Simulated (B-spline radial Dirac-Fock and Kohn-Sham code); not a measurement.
In 2p1/2: cross section and angular parameters

System: atomic indium, configuration [Kr] 4d10 5s2 5p1; threshold 3938.0 eV (tabulated edge). The computed values come from a B-spline atomic structure program: Dirac-Hartree-Slater photoionisation with a Latter tail; cross sections with all multipoles, angular parameters from the dipole term and its interference with E2.

Input of the calculation (task.json; shells as n, l, electrons):

```json
{"items": [{
  "Z": 49,
  "q": 0,
  "cfg": [[1, 0, 2], [2, 0, 2], [2, 1, 6], [3, 0, 2], [3, 1, 6], [3, 2, 10], [4, 0, 2], [4, 1, 6], [4, 2, 10], [5, 0, 2], [5, 1, 1]],
  "A": 115,
  "rrms": 4.6156,
  "do": "xps",
  "hv": [65.5, 71.8, 74.4, 84.8, 91.4, 103.0, 150, 200, 220.0, 284.0, 322.0, 400, 800, 1000, 1330.0, 1540.0, 2984.4, 3970.0, 4930.0, 5260.0, 5600.0, 6120.0, 7300.0, 8090.0, 9251.7, 9740.0, 10400.0, 10700.0, 12000, 12800.0],
  "edges": {"K": 27940.0, "L1": 4238.0, "L2": 3938.0, "L3": 3730.0, "M1": 827.2, "M2": 703.2, "M3": 665.3, "M4": 451.4, "M5": 443.9, "N1": 122.9, "N2": 73.5, "N3": 73.5}
}]}
```

Command: `python xray2_run.py task.json out`

For linearly polarised light dσ/dΩ = σ/(4π) [1 + β P₂(cos θ) + (δ + γ cos²θ) sin θ cos φ], with θ from the polarisation vector and φ the angle between the beam and the projection of the electron momentum on the plane normal to the polarisation.

```
hν (eV)  σ (kb)      β       γ      δ
   3970    63.0  0.680  -0.128  0.045
   4930    37.3  1.384  -0.032  0.021
   5260    31.3  1.413   0.101  0.027
   5600    26.5  1.429   0.226  0.033
   6120    20.7  1.437   0.396  0.040
   7300       ?      ?       ?      ?
   8090    9.46  1.407   0.882  0.062
 9251.7    6.40  1.374   1.097  0.075
   9740    5.51  1.360   1.177  0.080
  10400    4.53  1.340   1.276  0.087
  10700    4.17  1.331   1.318  0.091
  12000    2.95  1.292   1.482  0.105
  12800    2.43  1.269   1.572  0.114
```

Q: Give the values at 7300 eV.

A: σ = 12.7 kb, β = 1.425, γ = 0.710, δ = 0.053.
